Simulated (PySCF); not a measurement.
## Excitation energy of Ir²⁺ by level of theory

Ir²⁺ [Xe] 4f14 5d7 (4F) → Ir²⁺ [Xe] 4f14 5d6 6p1 (high-spin determinant), as a difference of total energies. All numbers are calculated (PySCF 2.14, scalar relativity by spin-free X2C-1e, in x2c-TZVPPall with one added diffuse shell each of s, p, d, f type (12s8p8d4f1g, 113 functions)). Correlated levels: valence: [Xe] 4f14 frozen; valence and next inner shell: [Kr] 4d10 4f14 frozen. The calculations carry no spin-orbit coupling.

```json
{"method": "UHF", "excitation energy (eV)": "8.702"}
{"method": "LDA", "excitation energy (eV)": "9.342"}
{"method": "PBE", "excitation energy (eV)": "9.200"}
{"method": "PBE0", "excitation energy (eV)": "9.305"}
{"method": "r2SCAN", "excitation energy (eV)": "9.292"}
{"method": "BP86", "excitation energy (eV)": "9.267"}
{"method": "B2PLYP", "excitation energy (eV)": "9.526"}
{"method": "r2SCAN0", "excitation energy (eV)": "9.365"}
{"method": "MP2 (valence)", "excitation energy (eV)": "9.410"}
{"method": "SCS-MP2 (valence)", "excitation energy (eV)": "9.814"}
{"method": "MP2 (valence and next inner shell)", "excitation energy (eV)": "9.263"}
{"method": "SCS-MP2 (valence and next inner shell)", "excitation energy (eV)": "9.524"}
```

Problem. How much does correlation contribute at MP2 (valence and next inner shell)?

Solution. 9.263 − (8.702) = 0.561 eV, measured against UHF.

A first-order spin-orbit estimate (lowest level to lowest level, LS coupling) adds 0.678 eV.

The determinant of the upper state mixes LS terms, which raises its energy above the lowest term, most at the Hartree-Fock and MP2 levels.
